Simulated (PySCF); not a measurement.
A calculated (wB97X, PySCF 2.14, x2c-TZVPPall, scalar relativity by spin-free X2C-1e) atom or ion has these occupied shells.

```csv
shell,electrons,orbital energy (eV),"rms radius, mean of both spins (bohr)"
1s β,1,-71519.7,0.0204
1s α,1,-71519.7,0.0204
2s α,1,-12423.9,0.0824
2s β,1,-12423.8,0.0824
2p α,3,-10880.7,0.0750
2p β,3,-10880.5,0.0750
3s α,1,-2887.6,0.211
3s β,1,-2887.6,0.211
3p α,3,-2429.0,0.212
3p β,3,-2429.0,0.212
3d α,5,-1890.6,0.194
3d β,5,-1890.5,0.194
4s α,1,-607.40,0.468
4s β,1,-607.28,0.468
4p α,3,-455.67,0.499
4p β,3,-455.56,0.499
4d α,5,-260.18,0.538
4d β,5,-260.04,0.538
5s α,1,-87.412,1.11
5s β,1,-85.959,1.11
5p α,3,-49.295,1.30
5p β,3,-47.104,1.30
4f α,7,-44.728,0.648
4f β,7,-44.491,0.648
5d α,5,-6.630,2.34
5d β,2,-5.349,2.34
```

(1) Name the element and its charge.

## Answers

(1) Re (rhenium, neutral), in [Xe] 4f14 5d7, high-spin 4F determinant (an excited configuration).
